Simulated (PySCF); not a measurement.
PySCF 2.14 output of a UHF calculation on a single atom or ion in x2c-TZVPPall (6s5p4d2f1g, 64 functions), with the spin-free X2C one-electron Hamiltonian (Gaussian nucleus):

```
SCF conv_tol = 1e-09
number electrons alpha = 14  beta = 9
cycle= 1 E= -1049.24286505867  delta_E= -0.00424  |g|= 0.0254  |ddm|= 0.0294
cycle= 2 E= -1049.24299733243  delta_E= -0.000132  |g|= 0.00543  |ddm|= 0.00583
cycle= 3 E= -1049.24300515968  delta_E= -7.83e-06  |g|= 0.000693  |ddm|= 0.0023
cycle= 4 E= -1049.24300533636  delta_E= -1.77e-07  |g|= 0.000252  |ddm|= 0.000641
cycle= 5 E= -1049.24300535345  delta_E= -1.71e-08  |g|= 2.58e-05  |ddm|= 0.000228
cycle= 6 E= -1049.24300535432  delta_E= -8.74e-10  |g|= 5.78e-06  |ddm|= 8.97e-05
converged SCF energy = -1049.24300535432  <S^2> = 8.7515067  2S+1 = 6.0005022
```

The run itself started from symmetry-adapted Hartree-Fock orbitals and held the occupation by maximum overlap, so the iterations belong to that start.

**Question.** Which element, charge and spin multiplicity is this?

**Answer.** Cr⁺ (chromium, charge +1), multiplicity 6; the state was [Ar] 3d4 4p1, one real determinant (an excited configuration).

⟨L²⟩ = 8.02 against 12 for a pure F term, so this real determinant mixes terms.
